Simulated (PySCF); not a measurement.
Species: C2H8BNO.
Numbering: `[CH2:1]=[CH:2][O:3][BH2-:4][NH3+:5]` (hydrogens: H6, H7 on C1; H8 on C2; H9, H10 on B4; H11, H12, H13 on N5)

A GFN2-xTB structure with every atom displaced at random (by about 0.01 Å) was refined with PBE0-D3(BJ)/def2-SVP geometry optimisation, gas phase (PySCF). Values at the start:

```json
{"coordinate": "C1=C2", "start": "1.345 Å"}
{"coordinate": "C1–H6", "start": "1.037 Å"}
{"coordinate": "C1–H7", "start": "1.095 Å"}
{"coordinate": "C2–O3", "start": "1.352 Å"}
{"coordinate": "C2–H8", "start": "1.075 Å"}
{"coordinate": "O3–B4", "start": "1.378 Å"}
{"coordinate": "B4–N5", "start": "1.739 Å"}
{"coordinate": "B4–H9", "start": "1.184 Å"}
{"coordinate": "N5–H11", "start": "1.018 Å"}
{"coordinate": "C1–C2–O3", "start": "125.1°"}
{"coordinate": "C2–O3–B4", "start": "121.1°"}
{"coordinate": "O3–B4–N5", "start": "104.1°"}
{"coordinate": "C1–C2–O3–B4", "start": "-171°"}
{"coordinate": "C2–O3–B4–N5", "start": "91°"}
```

Task: How do these coordinates change at the PBE0-D3(BJ)/def2-SVP level?

Result: 
```json
{"coordinate": "B4–N5", "PBE0-D3(BJ)/def2-SVP (Å or °)": "1.661", "change": "-0.078"}
{"coordinate": "O3–B4", "PBE0-D3(BJ)/def2-SVP (Å or °)": "1.442", "change": "+0.064"}
{"coordinate": "C1–H6", "PBE0-D3(BJ)/def2-SVP (Å or °)": "1.091", "change": "+0.054"}
{"coordinate": "B4–H9", "PBE0-D3(BJ)/def2-SVP (Å or °)": "1.222", "change": "+0.038"}
{"coordinate": "C2–H8", "PBE0-D3(BJ)/def2-SVP (Å or °)": "1.103", "change": "+0.028"}
{"coordinate": "C2–O3", "PBE0-D3(BJ)/def2-SVP (Å or °)": "1.335", "change": "-0.017"}
{"coordinate": "C1=C2", "PBE0-D3(BJ)/def2-SVP (Å or °)": "1.339", "change": "-0.006"}
{"coordinate": "N5–H11", "PBE0-D3(BJ)/def2-SVP (Å or °)": "1.021", "change": "+0.003"}
{"coordinate": "C1–H7", "PBE0-D3(BJ)/def2-SVP (Å or °)": "1.093", "change": "-0.002"}
{"coordinate": "C2–O3–B4", "PBE0-D3(BJ)/def2-SVP (Å or °)": "120.0", "change": "-1.1"}
{"coordinate": "C1–C2–O3", "PBE0-D3(BJ)/def2-SVP (Å or °)": "124.3", "change": "-0.8"}
{"coordinate": "O3–B4–N5", "PBE0-D3(BJ)/def2-SVP (Å or °)": "104.3", "change": "+0.2"}
{"coordinate": "C1–C2–O3–B4", "PBE0-D3(BJ)/def2-SVP (Å or °)": "-157", "change": "+14"}
{"coordinate": "C2–O3–B4–N5", "PBE0-D3(BJ)/def2-SVP (Å or °)": "87", "change": "-4"}
```

The energy falls by 5.0 kcal/mol over 7 energy and gradient evaluations, the largest force component goes from 0.0466 to 2.8e-04 Eh/bohr, and the atoms move by 0.110 Å rms after alignment. The bond that changes most is B4–N5 (ends: four-coordinate boron; nitrogen bonded to B and 3 H), which shortens by 0.078 Å. Bonds longer at the end by more than 0.005 Å: 6 of 12; shorter: 3. Among the dihedrals that turn most is C1–C2–O3–B4, from -171° to -157°. Rotational constants go from 12923, 2568, 2379 to 12055, 2688, 2453 MHz.

The run used 110 basis functions and 50 SCF cycles in all. Hardware: Arm Neoverse V1, one thread, no GPU (shared host). Cost: 25 s, 0.44 GiB resident at most.

No PBE0-D3(BJ)/def2-SVP frequencies stand behind this structure, so it isn't proved a minimum. One conformer, not necessarily the lowest.
